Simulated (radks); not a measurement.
Values are calculated unless marked as measured or tabulated.
Q: The mean radii <r> (bohr) of the occupied orbitals of an atom or ion are listed with their occupations. Code: a radial shooting solver on a logarithmic mesh with Libxc functionals. Model: Dirac Kohn-Sham, PBE, spin-unpolarised, spherical densities, finite nucleus; Fermi nuclear charge, rms radius of each element as measured or else 0.836 A^(1/3) + 0.57 fm.

| orbital | occ. | <r> |
|---|---|---|
| 1s1/2 | 2 | 0.1995 |
| 2s1/2 | 2 | 1.139 |
| 2p1/2 | 2 | 1.264 |
| 2p3/2 | 2 | 1.267 |

Name the element and its charge. Open shells, if any, fill j = l - 1/2 first.

A: Z = 8, oxygen, charge 0: O in [He] 2s2 2p4. The 1s radius gives Z: for a bare nucleus <r> = (2 gamma + 1)/(2Z) with gamma = sqrt(1 - (Z/c)^2), 0.1873 bohr for Z = 8, and screening makes it slightly larger (0.1995 here). The occupations add up to 8, and the charge is Z minus that.
